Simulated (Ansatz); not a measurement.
Job for Ansatz (a quantum-chemistry and plane-wave program): R-CCSD(T)/aug-cc-pV(Q+d)Z on HCl (SMILES Cl) with ghost functions. Files ending in .json are basis or fitting sets from the Basis Set Exchange.

Ansatz 0.2 input:
```yaml
crystal:
  periodic: [false, false, false]
  atoms:
    - {symbol: Cl, position_ang: [-0.02566993, 0.48084549, 3.00737593]}
    - {symbol: H, position_ang: [-1.24033412, 0.06343494, 2.98855070]}
basis:
  gaussian:
    orbitals: aug-cc-pV_Q+d_Z.json
    ghost_atoms:
      - {symbol: F, position_ang: [-0.01249353, -0.08389304, -0.13913820]}
      - {symbol: H, position_ang: [0.15444039, 0.13382320, 0.75090877]}
magnetization: {spin_polarized: false}
correlation: {method: ccsd_t, electrons: outside_noble_gas}
scf: {lower_state_search: off}
```

It printed:

```
WARN ansatz: RAYON_NUM_THREADS=1 ignored (pool sized by the plan → 1); use --threads N
Functional definition: HF
these checks for a lower state are left out or cut short: stability, starts, cluster_reference, orbital_swaps, neighbouring_geometries, increment
integrals: 1.80 GiB planned
1564 factors; integrals over basis functions are off by at most 2.0e-3 eV
mean field: 0.80 GiB planned
mean field evaluation 1: about -12519.8782 eV, gradient 1.0e1 eV
mean field evaluation 2: about -12519.8782 eV, gradient 1.0e1 eV
mean field evaluation 4: about -12520.2721 eV, gradient 1.2e0 eV
mean field evaluation 8: about -12520.2812 eV, gradient 2.3e-5 eV
mean field -12520.28120810 eV, -460.1118478464 hartree, gradient 1.2e-6 eV, S^2 0.000000; 0 other end points of the search recorded, 0 dependent functions left out
5 core orbitals not correlated
reference -12520.28120810 eV, -460.1118478464 hartree; 4, 4 occupied and 252, 252 virtual orbitals, 1564 factors
second order -6.14079599 eV of doubles, -0.00000000 eV of singles
coupled cluster: 1.96 GiB planned
cycle   1  -6.49919673 eV  change   -3.6e-1 eV  update   3.9e-2
cycle   2  -6.63799439 eV  change   -1.4e-1 eV  update   1.2e-2
cycle   3  -6.64620610 eV  change   -8.2e-3 eV  update   3.1e-3
cycle   4  -6.64546623 eV  change    7.4e-4 eV  update   8.8e-4
cycle   5  -6.64525722 eV  change    2.1e-4 eV  update   2.1e-4
cycle   6  -6.64520598 eV  change    5.1e-5 eV  update   6.3e-5
cycle   7  -6.64520008 eV  change    5.9e-6 eV  update   2.0e-5
cycle   8  -6.64520089 eV  change   -8.1e-7 eV  update   6.5e-6
perturbative correction -0.27123727 eV, -0.0099677859 hartree
Total energy: -12527.19764627 eV, -460.3660222607 hartree
Checks for a lower state left out: stability, starts, cluster_reference, orbital_swaps, neighbouring_geometries, increment
```

Self-consistency was reached.

Cost: about 4 core-minutes (a rough figure).
